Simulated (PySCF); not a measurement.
Isomers of C4H8OSi, one GFN2-xTB conformer each. Single-point energies are computed at PBE0/pcSseg-1 (PySCF, gas phase, no added dispersion term), electronic only.

```tsv
SMILES	GFN2-xTB relative energy (kJ/mol)
C=C([SiH3])CC=O	158.5
[SiH3]OC=C1CC1	25.0
CC#C[SiH2]OC	55.8
C[Si@H]1C=COC1	119.5
CC(=O)[SiH]1CC1	236.1
C=COC(=C)[SiH3]	179.4
C=CC(=C)O[SiH3]	0.0
```

Conformers: `[CH2:1]=[C:2]([SiH3:3])[CH2:4][CH:5]=[O:6]` with C1–C2–C4–C5 138°, C2–C4–C5–O6 19°; `[SiH3:1][O:2][CH:3]=[C:4]1[CH2:5][CH2:6]1` with Si1–O2–C3–C4 180°; `[CH3:1][C:2]#[C:3][SiH2:4][O:5][CH3:6]` with C3–Si4–O5–C6 -58°; `[CH3:1][C:2](=[O:3])[SiH:4]1[CH2:5][CH2:6]1` with C1–C2–Si4–C5 -28°; `[CH2:1]=[CH:2][O:3][C:4](=[CH2:5])[SiH3:6]` with C1–C2–O3–C4 -163°, C2–O3–C4–C5 21°; `[CH2:1]=[CH:2][C:3](=[CH2:4])[O:5][SiH3:6]` with C1–C2–C3–C4 180°, C2–C3–O5–Si6 180°.

Q: What does PBE0/pcSseg-1 give for the same structures?

A: 
```tsv
SMILES	PBE0/pcSseg-1 E (Eh)	PBE0/pcSseg-1 (kJ/mol)	GFN2-xTB (kJ/mol)	point group
C[Si@H]1C=COC1	-521.50894	0.0	119.5	C1
C=CC(=C)O[SiH3]	-521.49655	32.5	0.0	Cs
CC#C[SiH2]OC	-521.49126	46.4	55.8	C1
CC(=O)[SiH]1CC1	-521.47799	81.3	236.1	near Cs
C=C([SiH3])CC=O	-521.47660	84.9	158.5	C1
[SiH3]OC=C1CC1	-521.46745	108.9	25.0	Cs
C=COC(=C)[SiH3]	-521.45067	153.0	179.4	C1
```

GFN2-xTB puts C=CC(=C)O[SiH3] lowest instead; measured from each level's own lowest isomer, the values differ by up to 154.8 kJ/mol (CC(=O)[SiH]1CC1: 236.1 against 81.3). Neighbours under 10 kJ/mol apart (CC(=O)[SiH]1CC1 and C=C([SiH3])CC=O) can change places with a better method, another conformer or zero-point energy.

Q: Which frontier levels, dipoles and rotational constants go with these structures?

A: 
```tsv
SMILES	HOMO (eV, PBE0/pcSseg-1)	LUMO (eV)	dipole (D)	A, B, C (MHz)
C[Si@H]1C=COC1	-6.54	0.37	1.10	5456, 2282, 1876
C=CC(=C)O[SiH3]	-6.65	-0.72	0.43	5280, 1878, 1408
CC#C[SiH2]OC	-7.68	-0.07	2.32	5990, 1264, 1084
CC(=O)[SiH]1CC1	-6.93	-1.27	2.73	5432, 1908, 1607
C=C([SiH3])CC=O	-7.46	-1.01	3.12	3635, 2724, 1702
[SiH3]OC=C1CC1	-6.57	0.31	0.74	13488, 1149, 1087
C=COC(=C)[SiH3]	-6.69	-0.27	1.00	6269, 1547, 1274
```
